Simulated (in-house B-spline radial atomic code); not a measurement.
**RPA and G0W0 on Hartree-Fock: F-**

Configuration [He] 2s2 2p6, mean-field start Hartree-Fock. Computed with a B-spline radial code for spherical atoms: all electrons, non-relativistic, point nucleus, each spin shell either full or empty, empty states to l = 9 with an (l + 1/2)⁻⁴ tail; G0W0 by contour deformation at full frequency.

Command:
```bash
python run_gw.py task.json out
```
Settings (radii: box in bohr, nucleus in fm):
```
Z                        9
electrons                10
configuration            [He] 2s2 2p6
hamiltonian              nr
method                   hf
lmax                     9
spin_polarised           False
box_radius               60
intervals                52
```

Cost of the run: 0.6 s on 1 thread of Arm Neoverse V2, with other jobs on the host.

Energies (hartree):

| term | value |
| --- | --- |
| mean-field total | -99.45945 |
| Hartree-Fock functional on these orbitals | -99.45945 |
| direct second order | -0.62029 |
| second-order exchange | 0.21865 |
| SOSEX correction | 0.19046 |

(1) What is the RPA correlation energy, and what remains with SOSEX?

Quasi-particle levels (eV):

| level | occupied | mean field | Σx - vxc | Σc | QP weight | G0W0 |
| --- | --- | --- | --- | --- | --- | --- |
| 2p | yes | -4.925 | 0.00 | ? | ? | ? |

G0W0 = mean field + (Σx - vxc) + Σc, with Σc (partial-wave tail included) taken at the quasi-particle energy. Levels of low weight are left out.

(2) Where does G0W0 put 2p?

Answers

(1) RPA gives -0.50773 hartree (-1.38 eV per electron); RPA + SOSEX gives -0.31727, and the second-order doubles (MP2) -0.40164 hartree. RPA lacks exchange-type terms and so overcorrelates at short range.

(2) At -3.614 eV, with Σc = 1.31 eV and a quasi-particle weight of 0.901. The tabulated removal energy is 3.401 eV (electron affinity of the neutral atom).
